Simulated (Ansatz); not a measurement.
Total energies of C2H10O4Si2 (`C[SiH](O)O[Si](C)(O)O`).

```
atom   x (Å)   y (Å)   z (Å)
  C1   0.123  -0.518   2.513
 Si2  -0.617  -1.228   0.966
  O3  -0.517  -2.866   0.923
  O4   0.160  -0.600  -0.329
 Si5   0.487   0.759  -1.175
  C6  -1.056   1.416  -1.943
  O7   1.655   0.373  -2.261
  O8   1.091   1.942  -0.219
  H9   1.182  -0.777   2.598
 H10  -0.391  -0.889   3.403
 H11   0.049   0.573   2.500
 H12  -2.068  -0.944   0.861
 H13   0.342  -3.268   1.052
 H14  -1.770   1.721  -1.174
 H15  -0.837   2.285  -2.566
 H16  -1.535   0.657  -2.566
 H17   1.677  -0.535  -2.564
 H18   2.027   1.900  -0.020
```

Charge 0, multiplicity 1. Geometry: relaxed with PBE0-D4/def2-TZVP. It is one conformer, not always the lowest. Basis def2-TZVPP, Ansatz 0.2.0.

RPA on PBE orbitals: Hartree–Fock energy of these orbitals -959.29265 Eh, correlation -2.45307 Eh (frozen core).

```json
{"functional": "r2SCAN", "energy without D4 (Eh)": "-962.36232", "D4 term (kJ/mol)": "-12.0"}
{"functional": "HSE06 (plane-wave form)", "energy without D4 (Eh)": "-961.90599", "D4 term (kJ/mol)": "-35.7"}
```

(1) Give the same for LDA (SPW92), PBE, revPBE, BLYP, B97M-V, PBE0, B3LYP, r2SCANh, r2SCAN0, BHLYP, CAM-B3LYP, LC-ωPBE, ωB97X-V, ωB97M-V, B2PLYP, PBE-QIDH. (Estimate.)

B3LYP takes the VWN-RPA correlation (the form of Gaussian; ORCA's B3LYP/G). HSE06 is the plane-wave form, built on full-range PBE exchange. The double hybrids freeze the cores in their second-order part.

Answers

(1) The calculation gave: 
| functional | energy without D4 (Eh) | D4 term (kJ/mol) |
| --- | --- | --- |
| LDA (SPW92) | -957.36846 | – |
| PBE | -961.85889 | -44.4 |
| revPBE | -962.33343 | -126.6 |
| BLYP | -962.49125 | -94.8 |
| B97M-V | -962.37214 | – |
| PBE0 | -961.93753 | -38.1 |
| B3LYP | -962.65209 | -70.6 |
| r2SCANh | -962.33921 | -12.7 |
| r2SCAN0 | -962.30629 | -14.0 |
| BHLYP | -962.41707 | -54.5 |
| CAM-B3LYP | -962.48632 | -39.0 |
| LC-ωPBE | -962.20442 | – |
| ωB97X-V | -962.39135 | – |
| ωB97M-V | -962.43700 | – |
| B2PLYP | -962.10299 | – |
| PBE-QIDH | -961.73194 | – |

LC-ωPBE has ω = 0.4 bohr⁻¹.
